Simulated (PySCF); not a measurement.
# Zn: ionisation energy

Zn [Ar] 3d10 4s2 (1S) → Zn⁺ [Ar] 3d10 4s1 (2S), as a difference of total energies. Calculation: PySCF 2.14, in aug-cc-pVTZ-PP with ECP10MDF; scalar relativity through the core potential. Correlated levels: valence: 3s2 3p6 frozen. The calculations carry no spin-orbit coupling.

```tsv
method	ionisation energy (eV)
UHF	7.796
LDA	9.913
PBE	9.566
PBE0	9.255
r2SCAN	9.439
r2SCANh	9.346
CAM-B3LYP	9.518
BLYP	9.692
B3LYP	9.607
MP2 (valence)	9.181
SCS-MP2 (valence)	9.194
```

Question: How much does correlation contribute at MP2 (valence)?

Answer: 9.181 − (7.796) = 1.385 eV, measured against UHF.

Errors of the correlated levels include the incompleteness of this basis and the frozen core.

MP2 underrates the near-degeneracy of ns² with np² in the lower species.

For comparison: 9.394 eV (measured; NIST Atomic Spectra Database, ionization energies).
